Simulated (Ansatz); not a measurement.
AlSi₄⁺, 5 atoms. Hardware: 4 threads of Arm Neoverse V1 on a shared host.

Correlated methods freeze 25 core orbitals.

**Question.** How many basis functions does each of these Ansatz runs have, and roughly what does it cost? CCSD(T)/def2-TZVPP, charge 1 singlet, energy, from earlier orbitals; MP2/def2-TZVP, charge 1 singlet, energy, from earlier orbitals; HF/STO-3G, charge 1 singlet, energy; r2SCAN-D4/def2-TZVP, charge 1 singlet, energy, from earlier orbitals; PBE-QIDH/def2-TZVP, charge 1 singlet, energy, from earlier orbitals; PBE-D4/def2-SVP, charge 1 singlet, relaxation, 18 steps; PBE0-D4/def2-SVP, charge 1 singlet, energy, from earlier orbitals; B97M-V/def2-TZVP, charge 1 singlet, energy, from earlier orbitals; PBE0-D4/def2-TZVP, charge 1 singlet, energy, from earlier orbitals; ωB97X-V/def2-TZVP, charge 1 singlet, energy, from earlier orbitals; PBE-D4/def2-SVP, charge 1 singlet, energy, from earlier orbitals; PBE-D4/def2-TZVP, charge 1 singlet, energy and forces, from earlier orbitals.

**Answer.** Other jobs shared the machine, so times can vary by a factor of up to 3. A dash marks memory too small to be measured apart from the calling script's.

| run | functions | fitting or Cholesky vectors | wall time | peak host memory (GiB) |
| --- | --- | --- | --- | --- |
| HF/STO-3G, charge 1 singlet, energy | 45 | 482 | 0.2 s | – |
| PBE-D4/def2-SVP, charge 1 singlet, energy, from earlier orbitals | 90 | 977 | 0.9 s | – |
| PBE0-D4/def2-SVP, charge 1 singlet, energy, from earlier orbitals | 90 | 822 | 1.2 s | – |
| PBE-D4/def2-TZVP, charge 1 singlet, energy and forces, from earlier orbitals | 185 | 1267 | 2.2 s | – |
| MP2/def2-TZVP, charge 1 singlet, energy, from earlier orbitals | 185 | 1121 | 2.6 s | – |
| PBE0-D4/def2-TZVP, charge 1 singlet, energy, from earlier orbitals | 185 | 1351 | 3 s | – |
| r2SCAN-D4/def2-TZVP, charge 1 singlet, energy, from earlier orbitals | 185 | 1267 | 4.6 s | – |
| PBE-QIDH/def2-TZVP, charge 1 singlet, energy, from earlier orbitals | 185 | 1121 | 5.5 s | – |
| B97M-V/def2-TZVP, charge 1 singlet, energy, from earlier orbitals | 185 | 1267 | 7.5 s | – |
| ωB97X-V/def2-TZVP, charge 1 singlet, energy, from earlier orbitals | 185 | 1267 | 8 s | 0.63 |
| PBE-D4/def2-SVP, charge 1 singlet, relaxation, 18 steps | 90 | 977 | 14 s | – |
| CCSD(T)/def2-TZVPP, charge 1 singlet, energy, from earlier orbitals | 210 | 1270 | 32 s | 2.2 |
